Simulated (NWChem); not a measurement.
Basis-set convergence for H$_{4}$OPbSi

```xyz
7

Pb    -0.0019    -0.3026     0.3831
O      1.4179    -1.0466    -1.0102
H      1.5097    -0.4880    -1.7962
Si    -0.7193     1.9045    -1.2080
H     -0.9565     3.1644    -0.4284
H     -1.9909     1.6267    -1.9576
H      0.3223     2.2195    -2.2426
```
Charge 0, spin multiplicity 1.

Program: NWChem. Structure: optimised with B3LYP/def2-SVP with def2 effective core potentials on Pb, a minimum by its harmonic frequencies. It is one conformer; others weren't searched.

Quantity: first vertical ionisation energy at the level G0W0@PBE.

Effective core potentials replace the inner electrons of Pb; spin-orbit coupling is left out. GW and range-separated runs recompute their integrals, the others keep them in memory, which bears on the times. The structure started from a generated list of species.

Relative cost: rough, from shared machines, SCF included, def2-SVP = 1.

### Question
In def2-TZVPP the value is 7.90 eV. Among def2-SVP, def2-SVPD, def2-TZVP, def2-TZVPD, which is the smallest basis within 0.1 eV of it?

### Answer
def2-TZVP, with 142 functions against 179 (also within reach: def2-TZVPD). def2-TZVPP isn't the basis-set limit itself, and a small set can land close by cancellation.

```tsv
basis	functions	first vertical ionisation energy (eV)	relative cost
def2-SVP	78	7.51	1
def2-SVPD	111	7.60	under 3
def2-TZVP	142	7.86	5
def2-TZVPD	175	7.87	8
def2-TZVPP	179	7.90	7
```
